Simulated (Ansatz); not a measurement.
BrH2In (SMILES [Br][InH2]) moved off its minimum; all values from Ansatz (an electronic-structure program), cores frozen in correlated methods. Elements past Kr take the def2 small-core potentials, without spin–orbit coupling.
(charge 0, multiplicity 1)
```xyz
4

In    -0.5345    -0.8418     0.1167
H      0.0731    -1.8630     1.2967
H     -1.9137    -0.9008    -0.9460
Br     0.8486     1.3329    -0.2030
```

Give the forces (eV/Å), the total energy and the dipole at CCSD(T)/def2-TZVPPD.


```csv
atom,Fx,Fy,Fz
In1,0.001,1.120,-0.711
H2,0.302,-0.479,0.553
H3,0.091,-0.003,0.061
Br4,-0.393,-0.638,0.097
```
Energy -2763.1045 hartree, dipole 3.29 D.
